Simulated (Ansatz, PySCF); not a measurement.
Gas-phase reaction in SMILES: C#CB(C)C [ethynyl(dimethyl)borane] -> C[B]C + [C]#C (the B-C bond at the site shown breaks; other sites are not compared here)
Geometries: B3LYP-D3(BJ)/def2-TZVP minima from Ansatz (an electronic-structure program). Frequencies are from Ansatz or PySCF. Markedly spin-contaminated UHF reference, which strains HF, MP2 and, less, CCSD(T): [C]#C. High T1 diagnostic, so coupled cluster is less sure: [C]#C.
Geometry of the first species:
```xyz
12

C      2.1383    -0.9330     0.0504
C      1.0313    -0.4500     0.0243
B     -0.3651     0.1593    -0.0086
C     -0.5286     1.7107     0.1406
C     -1.6070    -0.7789    -0.1910
H      3.1128    -1.3581     0.0734
H      0.2631     2.1906     0.7170
H     -1.5036     2.0041     0.5356
H     -0.4691     2.1309    -0.8740
H     -1.3980    -1.6954    -0.7438
H     -1.9147    -1.0909     0.8178
H     -2.4687    -0.2710    -0.6292
```
Charge 0, spin multiplicity 1.

Wanted: bond dissociation energy (0 K, with B3LYP-D3(BJ) harmonic zero-point energies), in kJ/mol. Cores are frozen in the correlated levels unless marked. Open shells are spin-unrestricted. No spin-orbit coupling. No relativistic terms. CBS(X,Y): correlation extrapolated as X^-3; Hartree-Fock from the larger set.

CCSD(T)/CBS(cc-pVTZ,cc-pVQZ) (Ansatz) gives 602.7 kJ/mol.

**Question.** Another calculation gave 588.9 kJ/mol. Which level was it?
A) SVWN5/def2-TZVPD (Ansatz)
B) B3LYP/def2-TZVPD (Ansatz)
C) revPBE/def2-TZVPD (Ansatz)
D) wB97M-V/def2-TZVPD (Ansatz)

**Answer.** B, B3LYP/def2-TZVPD (Ansatz). The others give 618.8 (wB97M-V), 569.9 (revPBE), 659.8 (SVWN5) kJ/mol.
